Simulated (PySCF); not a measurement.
Dipole response of Br⁻ (bromine, charge -1)

[Kr], closed-shell 1S. All numbers are calculated (PySCF 2.14, no relativity, point nucleus, in def2-TZVPPD (7s6p5d1f, 57 functions)). Coupled (time-dependent) response in atomic units; α is the mean over directions.

```tsv
method	mean α (bohr³)	C₆ (like pair)	S(−4)
UHF	38.58	420.6	337.5
PBE0	43.25	489.4	446.6
B97-3	43.73	492.3	470.2
wB97M-V	43.41	485.1	462.9
```

S(−4) is the Cauchy moment in α(ω) = α(0) + S(−4) ω² + …

α(iu) at UHF:

```tsv
u (hartree)	α(iu) (bohr³)
0	38.58
0.0500	37.76
0.100	35.55
0.200	29.16
0.300	22.91
0.500	14.27
0.750	8.657
1.00	5.746
1.50	3.030
2.00	1.864
3.00	0.9182
5.00	0.3695
```

A single London oscillator, α(iu) = α/(1 + u²/ω²), gives C₆ = (3/4) ω α². Matching the computed C₆ needs ω = 4 × 420.6 / (3 × 38.58²) = 0.377 hartree.

For an ion, C₆ is the dispersion term alone; charge-induced terms of lower order in 1/R come first.
